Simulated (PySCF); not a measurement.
## Electronic structure of Ge⁻ (germanium, charge -1) at the UHF level

Configuration: [Ar] 3d10 4s2 4p3, high-spin 4S determinant. Calculation: PySCF 2.14, in aug-cc-pVQZ-PP with ECP10MDF; a scalar-relativistic core potential.

```json
{
  "Total energy": "-293.384544 hartree",
  "One-electron energy": "-528.1627 hartree",
  "Hartree (Coulomb) energy": "258.6319 hartree",
  "Exchange energy": "-23.8538 hartree",
  "⟨S²⟩": "3.7528",
  "⟨L²⟩": "0.000",
  "Sum of ⟨r⟩": "27.03 bohr",
  "Sum of ⟨r²⟩": "64.52 bohr²"
}
```

```
shell  electrons  mean orbital energy (hartree)  rms radius, mean of both spins (bohr)
 3s α          1                       -7.09889                                  0.670
 3s β          1                       -7.09301                                  0.670
 3p α          3                       -5.01487                                  0.702
 3p β          3                       -5.00684                                  0.702
 3d α          5                       -1.35306                                  0.811
 3d β          5                       -1.34845                                  0.811
 4s α          1                       -0.42580                                   2.47
 4s β          1                       -0.24035                                   2.47
 4p α          3                       -0.05856                                   3.74
```

Energies and moments cover only the electrons outside the core potential.
